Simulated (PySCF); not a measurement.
**Working out the excitation energy of C**

C [He] 2s2 2p2 (3P) → C [He] 2s1 2p3 (5S). Calculation: PySCF 2.14, in dyall-av2z; no relativity, point nucleus. Frozen: 1s2; the 8 highest virtual orbitals dropped. Energies in hartree (1 hartree = 27.21139 eV):

```
             part   C (lower)   C (upper)
              UHF  -37.692285  -37.597965
MP2 opposite-spin   -0.048555    0.000000
    MP2 same-spin   -0.011323   -0.023476
```

Question: What does Hartree-Fock give?

Answer: (-37.597965) − (-37.692285) = 0.094320 hartree = 2.567 eV.

Question: What do MP2 and SCS-MP2 (6/5 opposite-spin, 1/3 same-spin) give?

Answer: The opposite-spin parts differ by 1.321 eV and the same-spin parts by -0.331 eV. MP2: 2.567 + (1.321) + (-0.331) = 3.557 eV. SCS-MP2: 2.567 + 1.2 × (1.321) + (-0.331)/3 = 4.042 eV.

Measured between the centres of the two terms (NIST): 4.179 eV, so MP2 (valence) is off by -0.622 eV.

A double-zeta basis recovers only part of the correlation energy.

What remains against the reference includes basis incompleteness, the frozen core and correlation beyond second order.
